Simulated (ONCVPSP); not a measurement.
# Building the ONCV potential for krypton (Kr) (PBEsol, fully relativistic).

krypton (Kr), optimised norm-conserving Vanderbilt (ONCV), made with ONCVPSP 4.0.1 (PBEsol, fully relativistic). Core [Ar], reference 3d10 4s2 4p4 (charge +2). Waves: 4s: rc 1.35 bohr, ncon 4, nbas 7, qcut 4.9 1/bohr, 2 projectors, debl 4 Ha; 4p: rc 1.45 bohr, ncon 5, nbas 9, qcut 6.8 1/bohr, 3 projectors, debl 1.2 Ha; 3d: rc 0.95 bohr, ncon 4, nbas 9, qcut 14.2 1/bohr, 1 projector. Local part: polynomial inside 0.85 bohr (lpopt 3, dvloc0 0 Ha). Core correction: none.

Open shells are filled in proportion to 2j + 1.

Results:

- Cutoffs needed: 99 Ha and 308 Ha (the cutoffs (Ha) at which the residual kinetic energy of the hardest occupied pseudo-wave falls to 1 and 0.1 mHa per electron)
- Ghost test: ghosts flagged at negative energy: p3/2 at -193.9 eV, p1/2 at -195.0 eV; GHOST(+) flagged for s at 37.0 eV; a true bound ghost makes a file unfit for plane-wave use
- Largest excitation error: +3.1 meV (all-electron minus pseudo) for 3d10 4s2 4p3, out of 4 test configurations

Generation and tests took about 5.1 s on one core of a shared server CPU.
